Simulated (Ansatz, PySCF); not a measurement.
Ansatz (a first-principles code) was given this input:
Ansatz 0.2 input:
```yaml
crystal:
  periodic: [false, false, false]
  atoms:
    - {symbol: B, position_ang: [0.11256301, 0.06139694, 0.21606219]}
    - {symbol: C, position_ang: [1.29233574, 0.21635566, -0.79361333]}
    - {symbol: C, position_ang: [1.14477635, -0.11608203, -2.26907521]}
    - {symbol: H, position_ang: [2.11511570, -0.39116848, -0.39311196]}
    - {symbol: H, position_ang: [1.60607612, 1.26597925, -0.71179784]}
    - {symbol: H, position_ang: [0.39833727, 0.51990195, -2.74100211]}
    - {symbol: H, position_ang: [0.88172559, -1.16240249, -2.40701815]}
    - {symbol: H, position_ang: [2.08163416, 0.05293703, -2.80017489]}
    - {symbol: C, position_ang: [-1.37494665, -0.14128045, -0.40437707]}
    - {symbol: C, position_ang: [-1.98092608, 1.20920454, -0.71509432]}
    - {symbol: H, position_ang: [-1.99722677, -0.67767424, 0.31078748]}
    - {symbol: H, position_ang: [-1.26284265, -0.72681411, -1.31882213]}
    - {symbol: H, position_ang: [-1.38673215, 1.77778064, -1.42665577]}
    - {symbol: H, position_ang: [-2.14414923, 1.80373669, 0.18060018]}
    - {symbol: H, position_ang: [-2.96059630, 1.04031282, -1.17233270]}
    - {symbol: C, position_ang: [0.19314485, 0.07571116, 1.77896757]}
    - {symbol: C, position_ang: [0.65972586, -1.27225192, 2.33435087]}
    - {symbol: H, position_ang: [-0.73224413, 0.34717107, 2.28972888]}
    - {symbol: H, position_ang: [0.92728942, 0.84264496, 2.06038551]}
    - {symbol: H, position_ang: [1.60581281, -1.57996060, 1.89767583]}
    - {symbol: H, position_ang: [-0.07376068, -2.05550378, 2.14986550]}
    - {symbol: H, position_ang: [0.77408522, -1.19386725, 3.41461008]}
basis:
  gaussian:
    orbitals: STO-3G
total_charge: 1
magnetization: {spin_polarized: true, initial_magnetization: 1}
correlation: {method: mp2, electrons: outside_noble_gas}
accuracy: high
```

**Question.** Write the same job for PySCF.

**Answer.** One answer among several that fit: 
```python
from pyscf import gto, scf, mp

mol = gto.Mole()
mol.atom = '''
    B     0.112563    0.061397    0.216062
    C     1.292336    0.216356   -0.793613
    C     1.144776   -0.116082   -2.269075
    H     2.115116   -0.391168   -0.393112
    H     1.606076    1.265979   -0.711798
    H     0.398337    0.519902   -2.741002
    H     0.881726   -1.162402   -2.407018
    H     2.081634    0.052937   -2.800175
    C    -1.374947   -0.141280   -0.404377
    C    -1.980926    1.209205   -0.715094
    H    -1.997227   -0.677674    0.310787
    H    -1.262843   -0.726814   -1.318822
    H    -1.386732    1.777781   -1.426656
    H    -2.144149    1.803737    0.180600
    H    -2.960596    1.040313   -1.172333
    C     0.193145    0.075711    1.778968
    C     0.659726   -1.272252    2.334351
    H    -0.732244    0.347171    2.289729
    H     0.927289    0.842645    2.060386
    H     1.605813   -1.579961    1.897676
    H    -0.073761   -2.055504    2.149866
    H     0.774085   -1.193867    3.414610
'''
mol.basis = 'sto-3g'
mol.charge = 1
mol.spin = 1
mol.verbose = 3
mol.build()

mf = scf.UHF(mol)
mf.kernel()

pt = mp.MP2(mf, frozen=7)
pt.kernel()
print('E(MP2) = %.10f' % pt.e_tot)
```

Both were run: Ansatz gave -257.628611 Eh and PySCF -257.628611 Eh, 0.000 mEh apart.
